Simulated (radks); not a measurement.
The nitrogen anion N-, [He] 2s2 2p4, held by a Watson sphere: a shell of charge +1 at radius R that stands for the Madelung well of a crystal (potential energy -1/R inside, -1/r outside, in hartree with lengths in bohr). Calculated with a radial shooting solver on a logarithmic mesh with Libxc functionals: scalar-relativistic Kohn-Sham, PBE, spin-polarised, spherical densities, finite nucleus; open shells are filled with parallel spins first; Fermi nuclear charge, rms radius of each element as measured or else 0.836 A^(1/3) + 0.57 fm. Response by self-consistent Sternheimer equations with the Hartree and adiabatic LDA kernel, the relativistic mass of each level held fixed and spin-orbit coupling left out. The sphere does not respond.

| R (bohr) | e(2s down) (eV) | e(2p up) (eV) | e(2p down) (eV) | <r> 2p (bohr) | sum of <r^2> (bohr^2) | X-ray form factor at sin(theta)/lambda = 0.1 1/angstrom | alpha (bohr^3) |
|---|---|---|---|---|---|---|---|
| 1.76 | -17.176 | -8.248 | -5.875 | 1.644 | 17.23 | 6.901 | 12.02 |
| 2.13 | -16.275 | -7.488 | -5.202 | 1.725 | 18.54 | 6.835 | 14.95 |
| 2.31 | -15.872 | -7.138 | -4.883 | 1.763 | 19.13 | 6.808 | 16.60 |
| 2.32 | -15.851 | -7.119 | -4.865 | 1.765 | 19.16 | 6.807 | 16.70 |
| 2.97 | -14.618 | -6.003 | -3.822 | 1.899 | 21.06 | 6.728 | 24.17 |
| 3.15 | -14.332 | -5.737 | -3.568 | 1.935 | 21.54 | 6.711 | 26.73 |
| 3.35 | -14.038 | -5.462 | -3.303 | 1.976 | 22.05 | 6.693 | 29.89 |
| 3.98 | -13.260 | -4.729 | -2.585 | 2.111 | 23.61 | 6.648 | 42.96 |
